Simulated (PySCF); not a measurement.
**Exact mass, isotope pattern and composition**

Species: 2-tetrahydrofuroic acid (`O=C(O)[C@H]1CCCO1`).

Calculated from isotope tables alone.

(1) Find the molar and monoisotopic masses of C5H8O3.

(2) Work out the cluster of the molecular ion M+•, one line a nominal mass.

(3) What share of all molecules is the monoisotopic species?

(4) Find the degree of unsaturation and check the nitrogen rule.

(5) Count the protons, neutrons and electrons of the monoisotopic species, and give its exact less its nominal mass.

(6) Which singly substituted isotopologues are there?

(7) Which m/z would the protonated, sodiated and deprotonated molecule have?

Answers

(1) For C5H8O3, with standard atomic weights, 3 × 15.999 + 5 × 12.011 + 8 × 1.008 = 116.116 g/mol. From the most abundant isotopes (16O, 12C, 1H), 3 × 15.994915 + 5 × 12.000000 + 8 × 1.007825 = 116.0473 u.

(2) 
```csv
nominal mass,m/z (centroid),relative intensity
116,116.0468,100.0
117,117.0502,5.6
118,118.0515,0.7
```

Cut off at 0.1 %. One electron mass, 0.00055 u, is taken off.

(3) 0.99757^3 × 0.9893^5 × 0.999885^8 = 93.99 %.

(4) (2 × 5 + 2 + 0 − 8)/2 = 2; the structure has 1 ring and 1 π bond. The nominal mass 116 is even, with 0 nitrogens, as the rule says.

(5) 62 protons, 54 neutrons and 62 electrons; 116.0473 − 116 = +0.0473 u.

(6) Intensity in % of the monoisotopic species:

```csv
isotope,mass shift (u),m/z,intensity (%)
13C,+1.00335,117.0502,5.41
17O,+1.00422,117.0510,0.11
2H,+1.00628,117.0531,0.09
18O,+2.00425,118.0510,0.62
```

Species under 0.02 % are left out.

(7) [M+H]+ 117.0546, [M+Na]+ 139.0366, [M−H]− 115.0401, for the monoisotopic species (arithmetic only; whether such ions form is another matter).
